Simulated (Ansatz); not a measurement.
Two structures of SiH2BrClF2, singlet, reached by relaxing down either side of one saddle point (PBE0-D4/def2-TZVP). Energies are electronic, without zero-point energy. Ansatz 0.2.0; basis: def2-TZVPP and def2-QZVPP; cores frozen in the correlated methods. Filled d shells of the heavier atoms are correlated. The def2 sets are not built for correlating such inner shells, so the correlated values are less sure here. Extrapolation: Hartree–Fock as exp(−7.88 √X), correlation as X^−2.97. First:

Si1  (-0.905, -0.536, -0.466)
Br2  (0.604, -1.593, 0.727)
F3  (-0.191, 0.148, -1.691)
F4  (-1.551, 0.592, 0.424)
H5  (-1.940, -1.461, -0.937)
H6  (1.883, 0.796, 1.035)
Cl7  (2.100, 2.054, 0.909)
(Å)

Second:

Si1  (-0.608, 0.433, -0.787)
Br2  (0.991, -1.895, 1.944)
F3  (-1.301, 1.211, -1.971)
F4  (-1.519, 0.598, 0.488)
H5  (-0.461, -0.979, -1.139)
H6  (1.714, -0.673, 1.887)
Cl7  (1.185, 1.305, -0.423)
(Å)

Task: Which bonds change from the first to the second?

Result: SiHBrF₂ ([F][SiH]([F])[Br]) + HCl → SiHClF₂ ([F][SiH]([F])[Cl]) + HBr; bonds formed: Si1–Cl7, Br2–H6; bonds broken: Si1–Br2, H6–Cl7.

Task: Give the saddle point's structure and its height above each. (An estimate is asked for; the value comes from the calculation.)

Result: The calculation gives: 35.94 kcal/mol above the first and 38.12 kcal/mol above the second (CCSD(T) at an estimated basis limit (MP2 extrapolated from triple and quadruple zeta, plus CCSD(T) − MP2 in triple zeta)).
```
atom    x (Å)    y (Å)    z (Å)
 Si1  -0.5237  -0.0481  -0.3813
 Br2   0.6044  -1.4626   1.3427
  F3  -0.6614   0.9947  -1.5873
  F4  -1.6147   0.4628   0.6377
  H5  -0.7791  -1.2827  -1.1302
  H6   1.5462   0.1245   1.0031
 Cl7   1.4282   1.2115   0.1154
```

No T1 diagnostic of these runs exceeds 0.011.

Labels in which every atom is bracketed show which atoms are joined, not bond orders.

For scale, one of the runs: CCSD(T)/def2-TZVPP, 222 basis functions, launched by `ansatz run in.yaml --threads 8 --pin off --events-out ev --progress --plain --max-ram 19148MiB`. The run took 86 s on 8 CPU threads of an Arm Neoverse V2 (shared host), with 3.7 GiB of host memory at its peak.
